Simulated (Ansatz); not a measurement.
Relaxation of C2H7NOSSi2 (14 atoms, charge 0, multiplicity 1), to a largest force component of 0.015 eV/Å in at most 40 steps.

Method: Ansatz 0.2.0, RKS revPBE-D4/6-31G.

```xyz
14
Properties=species:S:1:pos:R:3:forces:R:3
O 0.537 -2.353 -0.081 2.10 1.06 -0.53
Si -0.100 -0.814 0.320 2.29 0.37 0.35
S -0.996 -1.010 2.248 -0.98 -0.06 1.74
C -1.217 -0.026 -0.891 -4.31 -0.03 0.26
N -0.980 1.365 -1.238 0.39 1.04 -0.23
C 0.142 1.888 -0.839 0.36 0.44 -0.09
Si 1.430 0.897 0.149 -0.48 -0.43 0.63
H -0.109 -3.024 -0.064 -1.75 -2.55 -0.06
H 0.165 -1.326 2.953 -0.15 0.05 -0.12
H -1.292 -0.609 -1.798 0.04 -0.43 -0.79
H -2.320 -0.076 -0.466 1.54 0.12 -0.73
H 0.414 2.924 -1.062 -0.57 0.21 -0.35
H 1.716 1.554 1.431 0.32 0.38 0.61
H 2.597 0.581 -0.632 1.19 -0.16 -0.70
```

Problem. Where does it end, and by what steps?

Solution. The forces met the threshold. Limits of this set-up: no polarisation functions. After 15 steps the energy has fallen by 0.775 eV; H9 moved furthest, 0.32 Å.

```tsv
step	energy less start (eV)	largest force component (eV/Å)	accepted
0	0.0000	4.306	yes
1	-0.6607	1.600	yes
2	-0.7454	0.370	yes
3	-0.7547	0.416	yes
4	-0.7691	0.246	yes
5	-0.7582	0.507	no
6	-0.7720	0.086	yes
7	-0.7730	0.025	yes
8	-0.7734	0.058	yes
9	-0.7737	0.053	yes
10	-0.7740	0.029	yes
11	-0.7741	0.039	yes
12	-0.7743	0.042	yes
13	-0.7744	0.022	yes
14	-0.7745	0.018	yes
15	-0.7746	0.012	yes
```

```xyz
14
Properties=species:S:1:pos:R:3
O 0.681 -2.330 -0.196
Si -0.041 -0.830 0.375
S -1.142 -1.119 2.332
C -1.369 0.016 -0.805
N -0.952 1.361 -1.292
C 0.202 1.862 -0.964
Si 1.488 0.930 0.186
H 0.096 -3.120 -0.281
H -0.058 -1.490 3.119
H -1.555 -0.615 -1.694
H -2.338 0.130 -0.289
H 0.432 2.858 -1.369
H 1.769 1.707 1.451
H 2.773 0.612 -0.543
```

Whether the end is a true minimum wasn't checked by a vibrational analysis.

Time of the run: 2.6 min on 1 thread of Intel(R) Xeon(R) Platinum 8375C CPU @ 2.90GHz (Ice Lake), with other jobs on the host, peak memory 0.2 GiB.
